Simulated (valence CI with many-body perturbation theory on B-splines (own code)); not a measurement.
The numbers below are computed, except where a source is named.
# Run record, Mo III

The program does CI of the valence electrons with many-body perturbation theory for a frozen closed Dirac-Fock core.

Command, and the settings that its task file holds:

```sh
python run_cv.py task.json out
```

```
atom Mo  Z=42  mass_number=98  rms_radius_fm=4.4091
core [Kr]
valence 5d4
avg = 1
basis = S
breit = 1
cap = 10000
capref = 1200
cscale = 1
de = 0.0
dress = 0
eps = 2e-08
extrap = 1
h = 0.27
hh = 1
l2 = 3
lcore = 6
maxit = 60
n2 = 5
natural = 1
nlev = 20
nno = [3, 3, 3, 3, 1]
nroot = 26
nsp = [3, 3, 2, 2, 0]
pt2 = 1
qed = 1
rpa = 1
s1 = 1
s2 = 1
s3 = 1
screen = 1
tol = 2e-05
whole = 1
```

**Question.** What became of the run, and why?

**Answer.** It gave no result: the start configuration must fill the lowest shells above the core. The program said: "5d is not the lowest shell of its kind above the core".
